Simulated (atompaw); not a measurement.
u(r) = r·R(r): atom against pseudo-atom (hydrogen (H))

Columns: radius, all-electron u(r) and pseudo u(r) of the 1s shell (level -12.33 eV) of hydrogen in the configuration 1s0.5; LDA (PW92), scalar-relativistic, PAW (atompaw) scheme, atompaw 4.2.0.5.

```json
{"r (bohr)": "0.038", "all-electron": "0.0760", "pseudo": "0.0507"}
{"r (bohr)": "0.077", "all-electron": "0.1480", "pseudo": "0.1024"}
{"r (bohr)": "0.115", "all-electron": "0.2127", "pseudo": "0.1520"}
{"r (bohr)": "0.154", "all-electron": "0.2739", "pseudo": "0.2019"}
{"r (bohr)": "0.192", "all-electron": "0.3285", "pseudo": "0.2493"}
{"r (bohr)": "0.231", "all-electron": "0.3799", "pseudo": "0.2964"}
{"r (bohr)": "0.269", "all-electron": "0.4256", "pseudo": "0.3408"}
{"r (bohr)": "0.308", "all-electron": "0.4684", "pseudo": "0.3846"}
{"r (bohr)": "0.346", "all-electron": "0.5062", "pseudo": "0.4255"}
{"r (bohr)": "0.385", "all-electron": "0.5412", "pseudo": "0.4653"}
{"r (bohr)": "0.423", "all-electron": "0.5720", "pseudo": "0.5019"}
{"r (bohr)": "0.462", "all-electron": "0.6003", "pseudo": "0.5370"}
{"r (bohr)": "0.500", "all-electron": "0.6249", "pseudo": "0.5685"}
{"r (bohr)": "0.538", "all-electron": "0.6467", "pseudo": "0.5973"}
{"r (bohr)": "0.577", "all-electron": "0.6663", "pseudo": "0.6238"}
{"r (bohr)": "0.615", "all-electron": "0.6831", "pseudo": "0.6467"}
{"r (bohr)": "0.654", "all-electron": "0.6979", "pseudo": "0.6675"}
{"r (bohr)": "0.692", "all-electron": "0.7101", "pseudo": "0.6852"}
{"r (bohr)": "0.731", "all-electron": "0.7207", "pseudo": "0.7012"}
{"r (bohr)": "0.769", "all-electron": "0.7291", "pseudo": "0.7147"}
{"r (bohr)": "0.808", "all-electron": "0.7360", "pseudo": "0.7265"}
{"r (bohr)": "0.846", "all-electron": "0.7410", "pseudo": "0.7356"}
{"r (bohr)": "0.885", "all-electron": "0.7447", "pseudo": "0.7424"}
{"r (bohr)": "0.923", "all-electron": "0.7469", "pseudo": "0.7463"}
{"r (bohr)": "0.962", "all-electron": "0.7478", "pseudo": "0.7478"}
{"r (bohr)": "1.000", "all-electron": "0.7475", "pseudo": "0.7475"}
```

(1) How many radial nodes do the two functions have?

(2) Is the pseudo-wave norm-conserving?

Answers

(1) The all-electron 1s function has n − l − 1 = 0; the pseudo-wave has 0.

(2) No, it belongs to a PAW set: the norm inside the radius is not constrained, and the difference is carried by the augmentation charge.
